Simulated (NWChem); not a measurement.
C$_{2}$H$_{2}$BrI; SMILES C(=C/Br)/I

All runs: NWChem. STO-3G and 3-21G are far too small for this property and stand as cheap habits. Coordinates come from a PBE0/def2-SVP optimisation. def2 effective core potentials on I; no spin-orbit coupling. Field at 589 nm.

For level B3LYP/def2-SVPD (core potentials):

```yaml
isotropic polarisability (bohr³): 86.0
anisotropy (bohr³): 48.5
```

Problem. What are these values for level B3LYP/STO-3G (all-electron, non-relativistic)?

Solution. 
- isotropic polarisability (bohr³): 28.0
- anisotropy (bohr³): 37.5
